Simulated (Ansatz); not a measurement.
Cartesian coordinates (Å):
```xyz
13

C     -0.9176     1.1082     0.6323
C     -0.2742     0.2760    -0.1813
Si    -1.2115    -0.6783    -1.4880
C      1.1809     0.0772    -0.1153
C      1.9272    -0.2231     0.9358
Cl     1.3447    -0.4476     2.5461
H     -0.3984     1.6890     1.3850
H     -1.9897     1.2457     0.5689
H     -2.6315    -0.2705    -1.4567
H     -0.6389    -0.3949    -2.8243
H     -1.1035    -2.1342    -1.2489
H      1.7201     0.1307    -1.0568
H      2.9923    -0.3780     0.8558
```
Charge 0, spin multiplicity 1.

These are frozen-core CCSD(T)/cc-pVTZ // CAM-B3LYP-D3(BJ)/def2-TZVP (Ansatz, a program for electronic structure) values and carry that method's errors. The restricted HF reference is unstable towards unrestricted orbitals.

```
Property                       Result
----------------------  -------------
HF energy               -904.01507 Ha
MP2 correlation energy    -0.95664 Ha
```

Task: Estimate the CCSD correlation energy, the (T) correction, the total energy and the T1 diagnostic.

Result: 
The CCSD correlation energy comes out as -1.01651 Ha and the (T) correction comes out as -0.04775 Ha. The CCSD(T) total energy is -905.07933 Ha and the T1 diagnostic comes out as 0.012.
